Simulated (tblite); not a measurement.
Compound: C2H8AsB2O (doublet state).
Numbering: `[BH2:1][O:2][B:3]([AsH2:4])[CH:5][CH3:6]` (hydrogens: H7, H8 on B1; H9, H10 on As4; H11 on C5; H12, H13, H14 on C6)

Computed with GFN2-xTB (tblite), gas phase: L-BFGS steps from a force-field or distance-geometry start until the largest atomic force falls under 0.01 eV/Å.

At the end of the run (lengths in Å): B1–O2 1.294, O2–B3 1.321, B3–C5 1.507, As4–H10 1.508, As4–H9 1.502, B3–As4 2.076, C5–C6 1.484, B1–O2–B3 176.3°, O2–B3–As4 117.4°, B3–C5–C6 125.7°, O2–B3–C5 122.7°, O2–B3–C5–C6 -165°, H11–C5–B3–O2 21°, H12–C6–C5–B3 -118°.

**Question.** These geometries were met on the way; a selection of coordinates is given. Order them by energy above the end point, lowest first.
A. B1–O2 1.340, O2–B3 1.361, B3–C5 1.485, As4–H10 1.505, As4–H9 1.489, B3–As4 2.071, C5–C6 1.489, B1–O2–B3 131.5°, O2–B3–As4 115.4°, B3–C5–C6 121.4°, O2–B3–C5 131.5°, O2–B3–C5–C6 136°, H11–C5–B3–O2 -51°, H12–C6–C5–B3 -87°
B. B1–O2 1.327, O2–B3 1.350, B3–C5 1.521, As4–H10 1.519, As4–H9 1.499, B3–As4 2.061, C5–C6 1.486, B1–O2–B3 120.4°, O2–B3–As4 119.2°, B3–C5–C6 120.3°, O2–B3–C5 117.8°, O2–B3–C5–C6 117°, H11–C5–B3–O2 -25°, H12–C6–C5–B3 -67°
C. B1–O2 1.327, O2–B3 1.364, B3–C5 1.503, As4–H10 1.508, As4–H9 1.500, B3–As4 2.075, C5–C6 1.483, B1–O2–B3 135.4°, O2–B3–As4 114.4°, B3–C5–C6 127.0°, O2–B3–C5 124.4°, O2–B3–C5–C6 169°, H11–C5–B3–O2 -20°, H12–C6–C5–B3 -114°
D. B1–O2 1.326, O2–B3 1.361, B3–C5 1.511, As4–H10 1.522, As4–H9 1.526, B3–As4 2.096, C5–C6 1.503, B1–O2–B3 129.6°, O2–B3–As4 102.9°, B3–C5–C6 121.5°, O2–B3–C5 130.3°, O2–B3–C5–C6 117°, H11–C5–B3–O2 -67°, H12–C6–C5–B3 -80°
E. B1–O2 1.466, O2–B3 1.482, B3–C5 1.587, As4–H10 1.575, As4–H9 1.555, B3–As4 2.037, C5–C6 1.512, B1–O2–B3 104.7°, O2–B3–As4 119.1°, B3–C5–C6 111.7°, O2–B3–C5 120.2°, O2–B3–C5–C6 121°, H11–C5–B3–O2 -1°, H12–C6–C5–B3 -60°

**Answer.** C (0.329 eV), A (0.530 eV), D (0.853 eV), B (1.378 eV), E (2.251 eV).

```tsv
step	E above end (eV)	rms distance from the end, all atoms (Å)	largest force (eV/Å)	rms shift of all bonds from the end (Å)
65	0.329	0.766	0.175	0.015
29	0.530	1.053	0.281	0.019
17	0.853	1.209	0.532	0.018
3	1.378	1.276	0.863	0.014
0	2.251	1.296	3.968	0.075
```

Rows stand in the order of the answer.
